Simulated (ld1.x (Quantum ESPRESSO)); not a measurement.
Transferability test, PAW potential for N

* Element: N (Z = 7)
* Generator: ld1.x (Quantum ESPRESSO) 7.5
* Type: PAW
* Functional: PBEsol
* Relativity: scalar-relativistic
* Frozen core: [He]
* Valence charge: 5
* Reference configuration: 2s2 2p3
* Partial waves: 2s (bound): rcut 1.00, rcutus 1.05 bohr; 2s channel at 3 Ry: rcut 1.00, rcutus 1.05 bohr; 2p (bound): rcut 1.80, rcutus 1.90 bohr; 2p channel at 4.8 Ry: rcut 1.80, rcutus 1.90 bohr
* Local potential: all-electron potential smoothed inside 1.15 bohr (lloc = -1)
* Core correction: Bessel-smoothed model core inside 0.75 bohr
* Augmentation charge: PSQ, inside the norm-conserving radii

Energies are relative to the spin-unpolarised reference configuration 2s2 2p3; without spin polarisation the order of configurations can differ from experiment. The frozen-core shift is the all-electron ΔE with the core orbitals held at their reference shape minus the fully relaxed ΔE.

```json
{"valence configuration": "2s2 2p0", "charge": "+3", "ΔE all-electron (eV)": "89.143", "error AE − PS (meV)": "-6.0", "frozen-core shift (meV)": "+13"}
{"valence configuration": "2s0 2p5", "charge": "0", "ΔE all-electron (eV)": "22.896", "error AE − PS (meV)": "-2.1", "frozen-core shift (meV)": "+1.5"}
{"valence configuration": "2s2 2p3.3", "charge": "-0.3", "ΔE all-electron (eV)": "-1.604", "error AE − PS (meV)": "+0.4", "frozen-core shift (meV)": "0.0"}
{"valence configuration": "2s1 2p0", "charge": "+4", "ΔE all-electron (eV)": "166.660", "error AE − PS (meV)": "-29", "frozen-core shift (meV)": "+41"}
{"valence configuration": "2s1 2p4", "charge": "0", "ΔE all-electron (eV)": "11.434", "error AE − PS (meV)": "-0.6", "frozen-core shift (meV)": "+0.4"}
```

(1) What are ΔE and the potential's error for 2s2 2p2?

(2) What are ΔE and the potential's error for 2s2 2p1?

Levels in the configuration 2s1 2p0:

```tsv
level	all-electron (eV)	pseudo (eV)
2s	-87.223	-87.261
```

Results:

(1) ΔE = 13.521 eV all-electron; the error (AE − PS) is +3.7 meV.

(2) ΔE = 42.258 eV all-electron; the error (AE − PS) is +7.7 meV.
